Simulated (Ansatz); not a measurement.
Coupled-cluster diagnostics for RbBr₂, Ansatz.

Geometry of the doublet (PBE-D4/def2-TZVP):

```xyz
3

Rb    0.000    0.003    0.000
Br    2.365   -0.657   -2.185
Br   -2.365    0.654    2.185
```

In the def2 sets Rb takes a core potential; there is no spin–orbit coupling. Correlated methods freeze 18 core orbitals; core or outer-core shells of Rb, Br are correlated, in sets that lack core-valence functions. Another isomer (doublet) lies 0.69 eV lower at PBE0-D4/def2-TZVP; other spin states weren't run for this one.

(1) Estimate the CCSD(T) correlation energy, the shares of MP2 and (T), T1 and the reference's ⟨S²⟩ for: charge 0, doublet, own geometry in def2-TZVPP; and the rough time on 4 threads of AMD EPYC 9R45 on a shared host.

Results:

(1) 
```csv
state,basis,correlation (eV),MP2 share (%),(T) share (%),T1,⟨S²⟩ (pure),wall time
"charge 0, doublet, own geometry",def2-TZVPP,-18.103,93.4,2.7,0.006,0.76 (0.75),13 s
```
Customary marks for T1 are 0.02 (closed shells), 0.045 (open shells) and about 0.05 (3d metals). T1 stays under 0.02 throughout.
